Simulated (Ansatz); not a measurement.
System: SF2 (charge +1, doublet). 
Geometry from a B3LYP-D3(BJ)/def2-TZVP (Ansatz, a program for electronic structure) optimisation:
```xyz
3

F     -1.1805    -0.4466     0.0001
S      0.0011     0.5051    -0.0100
F      1.1786    -0.4513     0.0176
```
Charge +1, spin multiplicity 2.

Parts of the frozen-core correlation energy in cc-pV(Q+d)Z (Ansatz, hartree). Frozen orbitals: 7; correlated occupied orbitals by spin: 10 and 9; virtual: 157 and 158. Open shells are spin-unrestricted. No spin-orbit coupling. Non-relativistic.

| term | value |
|---|---|
| reference (HF) | -596.13501 |
| MP2 opposite-spin | -0.52613 |
| MP2 same-spin | (withheld) |
| CCSD correlation | (withheld) |
| (T) | (withheld) |
| T1 diagnostic | 0.021 |
| largest doubles amplitude | 0.054 |
| <S^2> of the reference | 0.777 |

Q: Some entries are withheld; supply them.

A: 
- MP2 same-spin, value: -0.17916
- CCSD correlation, value: -0.71165
- (T), value: -0.02833
